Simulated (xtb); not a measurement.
CHCl (SMILES [CH]Cl), singlet, geometry from GFN2-xTB; GFN1-xTB with ALPB(chcl3) (xtb).

The xtb input:
```
$ xtb mol.xyz --gfn 1 --alpb chcl3 --json

# file mol.xyz
3

C     -1.02555045     0.51141695     0.04925011
Cl     0.46670147    -0.16319083    -0.01323040
H     -1.78062225    -0.29425759    -0.07058381
```

What the program printed (banner, timings and long lists left out):

```
   ID    Z sym.   atoms
    1    6 C      1
    2   17 Cl     2
    3    1 H      3

           -------------------------------------------------
          |                Calculation Setup                |
           -------------------------------------------------

           -------------------------------------------------
          |                 G F N 1 - x T B                 |
           -------------------------------------------------

      * Solvation model:               ALPB
        Solvent                        chcl3
        Parameter file                 internal GFN1-xTB/ALPB
        Dielectric constant                4.8100E+00
        Reference state                gsolv [1 M gas/solution]
        Free energy shift                  2.8899E-03 Eh       1.8134E+00 kcal/mol
        Temperature                        2.9815E+02 K
        Density                            1.4900E+00 kg/L
        Solvent mass                       1.1938E+02 g/mol
        Interaction kernel             P16
        Born radius scaling (c1)           1.4984E+00
        Born radii integrator          GBOBC
        Born offset                        0.0000E+00 a0       0.0000E+00 AA
        H-bond correction              false
        Ion screening                  false
        Surface tension                    1.0000E-05 Eh       1.5569E+01 dyn/cm
        Grid points                               230 per atom

          ...................................................
          :                      SETUP                      :
          :.................................................:
          :  # basis functions                  16          :
          :  # atomic orbitals                  15          :
          :  # shells                            7          :
          :  # electrons                        12          :
          :  # halogen bonds                     0          :
          :  max. iterations                   250          :
          :  Hamiltonian                  GFN1-xTB          :
          :  restarted?                      false          :
          :  GBSA solvation                   true          :
          :  PC potential                    false          :
          :  electronic temp.          300.0000000     K    :
          :  accuracy                    1.0000000          :
          :  -> integral cutoff          0.2500000E+02      :
          :  -> integral neglect         0.1000000E-07      :
          :  -> SCF convergence          0.1000000E-05 Eh   :
          :  -> wf. convergence          0.2000000E-04 e    :
          :  Broyden damping             0.4000000          :
          :  net charge                          0          :
          :  unpaired electrons                  0          :
          ...................................................

 iter      E             dE          RMSdq      gap      omega  full diag
   1     -6.7931606 -0.679316E+01  0.503E+00    1.44       0.0  T
   2     -6.7947484 -0.158784E-02  0.292E+00    1.41       1.0  T
   3     -6.7950610 -0.312594E-03  0.277E-01    1.38       1.0  T
   4     -6.7951040 -0.429913E-04  0.239E-02    1.39       2.4  T
   5     -6.7951046 -0.623127E-06  0.567E-03    1.39      10.2  T
   6     -6.7951047 -0.456095E-07  0.647E-04    1.39      89.2  T
   7     -6.7951047 -0.549338E-10  0.300E-05    1.39    1921.9  T
   8     -6.7951047 -0.201883E-11  0.218E-06    1.39   26489.2  T

   *** convergence criteria satisfied after 8 iterations ***

         :::::::::::::::::::::::::::::::::::::::::::::::::::::
         ::                     SUMMARY                     ::
         :::::::::::::::::::::::::::::::::::::::::::::::::::::
         :: total energy              -6.765216707021 Eh    ::
         :: total w/o Gsasa/hb        -6.762139261263 Eh    ::
         :: gradient norm              0.007513249004 Eh/a0 ::
         :: HOMO-LUMO gap              1.389753150374 eV    ::
         ::.................................................::
         :: SCC energy                -6.795104682495 Eh    ::
         :: -> electrostatic           0.000231762259 Eh    ::
         :: -> Gsolv                  -0.003133239715 Eh    ::
         ::    -> Gelec               -0.000055793958 Eh    ::
         ::    -> Gsasa               -0.005967298508 Eh    ::
         ::    -> Ghb                  0.000000000000 Eh    ::
         ::    -> Gshift               0.002889852750 Eh    ::
         :: repulsion energy           0.030330731029 Eh    ::
         :: dispersion energy         -0.000442755555 Eh    ::
         :: halogen bond corr.         0.000000000000 Eh    ::
         :: add. restraining           0.000000000000 Eh    ::
         :: total charge              -0.000000000000 e     ::
         :::::::::::::::::::::::::::::::::::::::::::::::::::::

           -------------------------------------------------
          |                Property Printout                |
           -------------------------------------------------

    * Orbital Energies and Occupations

         #    Occupation            Energy/Eh            Energy/eV
      -------------------------------------------------------------
         1        2.0000           -0.9257728             -25.1916
         2        2.0000           -0.6000749             -16.3289
         3        2.0000           -0.5318645             -14.4728
         4        2.0000           -0.4995975             -13.5947
         5        2.0000           -0.4812670             -13.0959
         6        2.0000           -0.3839331             -10.4474 (HOMO)
         7                         -0.3328606              -9.0576 (LUMO)
         8                         -0.1568704              -4.2687
         9                         -0.0717858              -1.9534
        10                         -0.0551347              -1.5003
        11                         -0.0547652              -1.4902
        12                         -0.0356301              -0.9695
        13                         -0.0153723              -0.4183
        14                          0.2739874               7.4556
        15                          0.3692226              10.0471
      -------------------------------------------------------------
                  HL-Gap            0.0510725 Eh            1.3898 eV
             Fermi-level           -0.3583969 Eh           -9.7525 eV

  Mulliken/CM5 charges         n(s)   n(p)   n(d)
     1C    -0.03621 -0.08187   1.432  2.604  0.000
     2Cl    0.03617  0.03145   1.930  5.009  0.025
     3H     0.00004  0.05042   1.000  0.000  0.000

Wiberg/Mayer (AO) data.
largest (>0.10) Wiberg bond orders for each atom

 ---------------------------------------------------------------------------
     #   Z sym  total        # sym  WBO       # sym  WBO       # sym  WBO
 ---------------------------------------------------------------------------
     1   6 C    2.576 --     2 Cl   1.545     3 H    1.032
     2  17 Cl   1.563 --     1 C    1.545
     3   1 H    1.050 --     1 C    1.032
 ---------------------------------------------------------------------------

Topologies differ in total number of bonds
Writing topology from bond orders to xtbtopo.mol

 dipole moment from electron density (au)
     X       Y       Z
   0.0990  -0.6546  -0.0847  total (Debye):    1.696

           -------------------------------------------------
          | TOTAL ENERGY               -6.765216707021 Eh   |
          | GRADIENT NORM               0.007513249004 Eh/α |
          | HOMO-LUMO GAP               1.389753150374 eV   |
           -------------------------------------------------

normal termination of xtb
```
